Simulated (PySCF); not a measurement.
ClMg, doublet, geometry from GFN2-xTB (such geometries of metal compounds can be far from the true shape) (the spin is typed, not shown lowest). Base run: HF/6-31G in PySCF.

PySCF was given this input:
```python
from pyscf import gto, scf

mol = gto.Mole()
mol.atom = '''
    Mg   -0.000000   -0.000000   -1.267847
    Cl    0.000000    0.000000    0.894951
'''
mol.basis = '6-31g'
mol.charge = 0
mol.spin = 1
mol.verbose = 4
mol.build()

mf = scf.UHF(mol)
mf.kernel()
mo_i, mo_e, stable_i, stable_e = mf.stability(internal=True, external=True, return_status=True, nroots=6, tol=1e-6)
print('internally stable:', stable_i, ' externally stable:', stable_e)
if not stable_i:
    umf = mf.copy()
    umf.scf_summary = {}
    umf.kernel(umf.make_rdm1(mo_i, mf.mo_occ))
mf.analyze()
```

The bond that is stretched is that between atoms 2 and 1. A test that says stable can miss a lower solution.

The base run was repeated with changes; each row names its change, and settings that it needs were set with it.

```csv
change,ΔE vs base (eV),<S^2>,stability test says,outcome
base,0.00,0.751,stable,converged
bond × 1.25,0.34,0.753,stable,converged
bond × 1.5,1.40,0.762,stable,converged
bond × 1.8,-,-,-,not converged
bond × 2.2,-,-,-,not converged
bond × 3.0,2.36,0.751,stable,converged
```

On stretching, the SCF can end on different states; <S^2> shows the spin contamination of each.
